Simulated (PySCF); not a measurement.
A species of formula C6H13FOSi2 has this rotational fingerprint, computed with PBE0/pcSseg-1 in PySCF (dipole) on a GFN2-xTB geometry, gas phase:

| Quantity | Value |
| --- | --- |
| Rotational constants | A = 1909, B = 580.4, C = 510.8 MHz |
| Dipole components | \|μa\| = 3.10 D, \|μb\| = 0.28 D, \|μc\| = 1.61 D |
| Inertial defect | -146.14 u·Å² |
| κ | -0.90 |

**Question.** Which structure is it? (One computed conformer of each.)
A. `[CH3:1][SiH2:2][CH2:3][C@@H:4]1[C:5](=[O:6])[CH2:7][SiH2:8][C@@H:9]1[F:10]` with C1–Si2–C3–C4 113°, Si2–C3–C4–C5 -51°, C3–C4–C5–O6 14°, C4–C5–C7–Si8 24°, C5–C7–Si8–C9 -3°, C7–Si8–C9–F10 99°
B. `[CH3:1][CH:2]([CH3:3])[Si@@H:4]([F:5])[C@@H:6]1[O:7][CH:8]=[CH:9][SiH2:10]1` with C1–C2–Si4–F5 48°, C2–Si4–C6–O7 64°
C. `[CH3:1][O:2]/[C:3]([SiH3:4])=[C:5](\[F:6])[SiH2:7][CH:8]1[CH2:9][CH2:10]1` with C1–O2–C3–Si4 180°, C3–C5–Si7–C8 97°, C5–Si7–C8–C9 -94°
D. `[CH3:1][CH2:2][CH2:3][O:4][C:5]1=[C:6]([CH3:7])[Si@H:8]([F:9])[SiH2:10]1` with C1–C2–C3–O4 179°, C2–C3–O4–C5 158°, C3–O4–C5–C6 173°
E. `[CH2:1]=[CH:2][CH2:3][C@@H:4]1[CH2:5][C@@H:6]([Si@@H:7]([F:8])[SiH3:9])[O:10]1` with C1–C2–C3–C4 119°, C2–C3–C4–C5 -72°, C5–C6–Si7–F8 -2°

**Answer.** A. It is C[SiH2]C[C@@H]1C(=O)C[SiH2][C@@H]1F, a near-prolate asymmetric top, point group C1. The candidates at the same level (rigid rotor, commonest isotopes):

```csv
SMILES,A (MHz),B (MHz),C (MHz),μa (D),μb (D),μc (D),Δ (u·Å²),point group,rotor
C=CC[C@@H]1C[C@@H]([Si@@H](F)[SiH3])O1,1984,459.3,412.2,1.16,0.26,0.92,-128.98,C1,near-prolate asymmetric top
CO/C([SiH3])=C(\F)[SiH2]C1CC1,1418,563.3,460.3,0.31,0.22,0.56,-155.63,C1,asymmetric top
CC(C)[Si@@H](F)[C@@H]1OC=C[SiH2]1,1400,712.1,594.5,0.66,1.39,0.37,-220.61,C1,asymmetric top
CCCOC1=C(C)[Si@H](F)[SiH2]1,2020,442.0,381.1,2.58,0.46,0.88,-67.52,C1,near-prolate asymmetric top
C[SiH2]C[C@@H]1C(=O)C[SiH2][C@@H]1F,1909,580.4,510.8,3.10,0.28,1.61,-146.14,C1,near-prolate asymmetric top
```

`CC(C)[Si@@H](F)[C@@H]1OC=C[SiH2]1` has A 27 % too low; `CO/C([SiH3])=C(\F)[SiH2]C1CC1` has A 26 % too low; `C=CC[C@@H]1C[C@@H]([Si@@H](F)[SiH3])O1` has B 21 % too low; `CCCOC1=C(C)[Si@H](F)[SiH2]1` has C 25 % too low. No structure here is proved a minimum.
